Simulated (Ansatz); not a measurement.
Born–Oppenheimer molecular dynamics of F2H4O2Zr (9 atoms, charge 0, multiplicity 1). It starts at the highest image of a converged band, a first-order saddle point between two minima.

Level of theory: RKS BHLYP/def2-SVP in Ansatz 0.2.0.

* ensemble: NVE (velocity Verlet)
* time step: 0.5 fs
* steps asked: 200
* starting velocities drawn for: 100 K
* seed: 4859

First frame:

```xyz
9
Properties=species:S:1:pos:R:3
Zr 0.035 0.189 0.082
F 0.901 -0.097 2.155
O 1.619 -0.335 -0.834
H 2.293 -0.646 -1.425
O -1.027 1.208 -1.122
H -1.552 1.762 -1.685
F -1.134 -1.249 0.546
H 0.413 1.760 1.253
H 0.779 0.923 1.992
```

Q: What does the run give?

A: All steps were run.

| Property | Result |
| --- | --- |
| steps done | 200 |
| time covered | 100 fs |
| mean temperature over the second half | 1471 K |
| spread of the potential energy over the second half | 20.0 meV per atom |
| mean potential energy of the second half above the start | -137.9 meV per atom |

The conserved energy stayed within 0.092 meV per atom of its start (net change 0.035 meV per atom), so the integration is sound. The kinetic energy rose, since the run started high on the potential surface and went downhill. It ends in pieces (F2H2O2Zr + H2), so much of that is their flight and rotation, not heat. A run of 0.1 ps of so small a system gives no equilibrium averages. The orbitals stay closed-shell, which can raise the energy where a bond breaks towards radicals; this wasn't checked here.

Q: What happens to the structure?

A: Between its relaxed ends the band would form Zr1–H8, Zr1–H9, F2–H9 and break H8–H9. These pairs go: Zr1–H8 2.00 → 6.74 Å, Zr1–H9 2.18 → 7.26 Å, F2–H9 1.04 → 6.95 Å, H8–H9 1.17 → 0.75 Å. In the last frame they stand as before the step (other bonds may differ from the relaxed reactants and products). It ends as F2H2O2Zr + H2. Pairs count as bonded within 1.25 times the sum of covalent radii (0.12 Å more for H–H). The details hang on the random start.

Q: How do temperature and energy run in time?

A: 
| time (fs) | T (K) | potential energy less start (eV) | conserved less start (meV/atom) |
| --- | --- | --- | --- |
| 0 | 100 | 0.000 | 0.00 |
| 5 | 75 | 0.023 | 0.05 |
| 10 | 82 | 0.017 | 0.07 |
| 15 | 118 | -0.016 | 0.06 |
| 20 | 357 | -0.232 | 0.02 |
| 25 | 755 | -0.593 | 0.02 |
| 30 | 1076 | -0.883 | 0.05 |
| 35 | 1237 | -1.029 | 0.02 |
| 40 | 1124 | -0.927 | -0.01 |
| 45 | 883 | -0.708 | 0.05 |
| 50 | 1050 | -0.859 | 0.07 |
| 55 | 1416 | -1.190 | 0.03 |
| 60 | 1502 | -1.269 | -0.01 |
| 65 | 1387 | -1.164 | 0.01 |
| 70 | 1278 | -1.065 | 0.07 |
| 75 | 1305 | -1.090 | 0.06 |
| 80 | 1501 | -1.267 | 0.02 |
| 85 | 1772 | -1.513 | 0.00 |
| 90 | 1848 | -1.582 | 0.01 |
| 95 | 1532 | -1.295 | 0.05 |
| 100 | 1281 | -1.068 | 0.04 |

Time of the run: 7.3 min on 2 threads of Intel(R) Xeon(R) 6975P-C (Granite Rapids), with other jobs on the host, peak memory 0.25 GiB.
